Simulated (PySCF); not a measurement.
A run for PySCF: R-B3LYP/6-31G* on C2H6Ge (a complex), monomers drawn apart or pushed together.

```python
from pyscf import gto, scf, dft, mp
from pyscf.data.elements import chemcore

mol = gto.M(
    atom='''
    C     0.60878869    0.32711738   -0.00530544
    C    -0.56063943    0.07344282   -0.02098709
    H     1.64718112    0.55186810    0.01357255
    H    -1.59899138   -0.15205459   -0.03260470
    Ge   -0.05567141   -0.45029252    6.70819318
    H    -0.99100600    0.70053477    6.31374255
    H     1.37029470   -0.14623835    6.22780207
    H    -0.54611984   -1.75975584    6.07590395
    H    -0.05188113   -0.59774977    8.23982231
    ''',
    basis='6-31g*',
    cart=True,
    charge=0, spin=0, verbose=3, max_memory=1800)
mf = dft.RKS(mol, xc='b3lyp')
mf.conv_tol = 1e-8
mf.max_cycle = 100
mf.kernel()
if not mf.converged:
    mf = mf.newton().run(mf.mo_coeff, mf.mo_occ)
```

### Question
Give the final energy of this run.

### Answer
-2156.4787 hartree.
